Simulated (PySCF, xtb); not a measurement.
H4NSi, SMILES [NH][SiH3] (connectivity only; charge and spin as stated), charge -1, multiplicity 1.

Harmonic wavenumbers (cm⁻¹) from GFN2-xTB (xtb) at its own minimum, in rising order: 321, 591, 594, 843, 879, 935, 952, 1157, 1523, 1647, 1877, 3290.

Problem. What does PySCF with PBE0-D3(BJ)/def2-TZVPD give at its own minimum? (The exact figures need the calculation; the answer reports its results.)

Solution. 269, 639, 673, 806, 928, 945, 966, 1024, 1870, 1935, 2062, 3531. Paired by order, the mean absolute difference is 124 cm⁻¹ and the zero-point energies are 20.9 and 22.4 kcal/mol.
